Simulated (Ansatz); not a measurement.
Program: Ansatz. Geometries: PBE0-D4/def2-TZVP. ΔE: electronic, gas phase. CBS: MP2 limit from def2 TZ/QZ plus the TZ coupled-cluster correction, frozen cores. This one scheme is used for every species. DFT in def2-TZVPP. B3LYP here is the variant with VWN-RPA as its local correlation; programs differ in this. Elements past krypton have def2 core potentials. For Zr outer-core shells are correlated without core-valence functions, which leaves a few kJ/mol of doubt a bond. One conformer a species, not always the lowest.

Reaction (ligand exchange at a Zr–F bond): `[OH][Zr]([OH])([F])[F]` + H₂S → `[OH][Zr]([OH])([F])[SH]` + H–F

```tsv
level	ΔE (kJ/mol)
B3LYP-D4	88.5
ωB97M-V	89.6
B2PLYP	89.3
PBE	86.3
CCSD/def2-TZVPP	84.0
HF/def2-QZVPP	98.0
MP2/def2-QZVPP	74.6
HF/CBS(def2)	98.2
```

(1) What does CCSD(T)/CBS give? (Best estimate.)

Largest T1 diagnostic among the species: 0.017.

## Answers

(1) Computed: +78.6 kJ/mol. The listed levels differ from it by 9.9, 11.0, 10.7, 7.7, 5.4, 19.4, -4.0, 19.6 kJ/mol.

In def2-TZVPP, CCSD(T) changes the Hartree–Fock value by −16.8 kJ/mol (the triples alone add −4.1 kJ/mol) and MP2 by −21.9 kJ/mol. The D4 term adds −6.6 kJ/mol with B3LYP and −3.8 kJ/mol with PBE0; it sums over pairs of atoms, weighted by their polarisabilities, and B3LYP, whose exchange is more repulsive, gets the larger term. From PBE to PBE0 (25 % exact exchange), in def2-TZVPP and without D4, ΔE moves by −3.5 kJ/mol.
